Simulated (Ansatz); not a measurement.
TcNO₃H₂⁻, that is TcO3(NH2) with one electron more. Charge -1, multiplicity 2. Geometry PBE-D4/def2-SVP, that of the neutral singlet.

```tsv
atom	x (Å)	y (Å)	z (Å)
Tc1	-0.1652	0.1758	-0.7067
O2	-1.7766	0.7057	-0.7501
O3	0.8581	1.4347	-1.1898
O4	-0.0180	-1.2093	-1.6697
N5	0.3466	-0.3049	1.0675
H6	0.6979	0.3824	1.7418
H7	0.0572	-1.1843	1.5070
```

In the def2 sets Tc takes a core potential; there is no spin–orbit coupling. At PBE-D4/def2-TZVPD, r2SCAN-D4/def2-TZVPD, PBE0-D4/def2-TZVPD the highest occupied level of the charge -1 doublet lies above zero (up to 2.01 eV). By energy differences its removal costs 1.17 eV (vertical, to the charge 0 singlet, at PBE-D4/def2-TZVPD); a positive level beside a positive removal energy at the same level points to self-interaction error.

Q: Estimate the α-spin orbital energies around the gap (eV) in Ansatz with PBE-D4/def2-TZVPD, r2SCAN-D4/def2-TZVPD, PBE0-D4/def2-TZVPD.

A: 
```
orbital  PBE-D4/def2-TZVPD  r2SCAN-D4/def2-TZVPD  PBE0-D4/def2-TZVPD
 HOMO−5              -2.52                 -2.81               -4.13
 HOMO−4              -2.13                 -2.40               -3.60
 HOMO−3              -1.90                 -2.18               -3.45
 HOMO−2              -1.52                 -1.80               -3.03
 HOMO−1              -1.52                 -1.79               -2.92
   HOMO               2.01                  1.75                0.34
   LUMO               2.43                  2.45                3.17
 LUMO+1               2.75                  3.27                3.36
 LUMO+2               3.68                  4.04                4.25
 LUMO+3               3.87                  4.39                4.36
 LUMO+4               4.09                  4.56                4.56
 LUMO+5               4.26                  4.69                4.94
 β HOMO              -1.38                 -1.62               -2.72
 β LUMO               2.66                  2.80                3.42
```
